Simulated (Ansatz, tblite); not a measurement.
Cost and result up the ladder for (4-phenylthiophenyl)diphenylsulfonium, `c1ccc(Sc2ccc([S+](c3ccccc3)c3ccccc3)cc2)cc1` (45 atoms). Charge 1, multiplicity 1. Geometry: PBE-D4/def2-SVP.

Cartesian coordinates in Å:
```
C -2.679 -5.675 0.143
C -1.275 -5.659 0.070
C -0.531 -4.889 0.978
C -1.204 -4.127 1.953
S -0.259 -3.191 3.152
C -0.027 -1.639 2.355
C -0.553 -1.313 1.081
C -0.322 -0.056 0.520
C 0.440 0.886 1.235
S 0.806 2.509 0.597
C -0.525 2.854 -0.566
C -1.683 3.429 -0.012
C -2.761 3.712 -0.862
C -2.667 3.436 -2.236
C -1.495 2.875 -2.771
C -0.407 2.577 -1.937
C 2.265 2.314 -0.444
C 2.702 1.053 -0.877
C 3.855 0.988 -1.675
C 4.546 2.160 -2.023
C 4.096 3.412 -1.570
C 2.951 3.499 -0.766
C 0.957 0.591 2.514
C 0.728 -0.669 3.063
C -2.610 -4.144 2.035
C -3.344 -4.920 1.123
H -3.258 -6.287 -0.565
H -0.754 -6.260 -0.691
H 0.569 -4.880 0.940
H -1.153 -2.053 0.532
H -0.745 0.191 -0.464
H -1.744 3.651 1.065
H -3.676 4.162 -0.446
H -3.513 3.669 -2.899
H -1.422 2.667 -3.849
H 0.518 2.146 -2.350
H 2.162 0.139 -0.588
H 4.217 0.008 -2.023
H 5.450 2.097 -2.646
H 4.645 4.328 -1.834
H 2.597 4.475 -0.397
H 1.538 1.339 3.074
H 1.130 -0.908 4.059
H -3.120 -3.557 2.814
H -4.443 -4.942 1.186
```

Ansatz on 2 threads of AMD EPYC 7R13 on a shared host and a share (18 GiB) of an NVIDIA H100 80GB HBM3; xTB runs through tblite on one thread. Times are rough, summed over both states, and most runs start from the orbitals of an earlier one. PBE0-D4/def2-TZVP serves as the yardstick here, not as an exact answer. The other state is a triplet.

The xTB rows come from tblite. Single mean-field runs in def2-TZVP are fitted with def2-universal-jkfit.

xTB has no spin-polarisation term.

```csv
level,functions,wall time,vertical triplet (eV),difference from PBE0-D4/def2-TZVP (eV)
GFN2-xTB,133,0.22 s,2.96,-0.15
GFN1-xTB,152,0.25 s,3.16,0.05
PBE-D4/def2-TZVP,932,14 s,2.93,-0.19
PBE0-D4/def2-TZVP (with forces),932,22 s,3.11,0.00
```
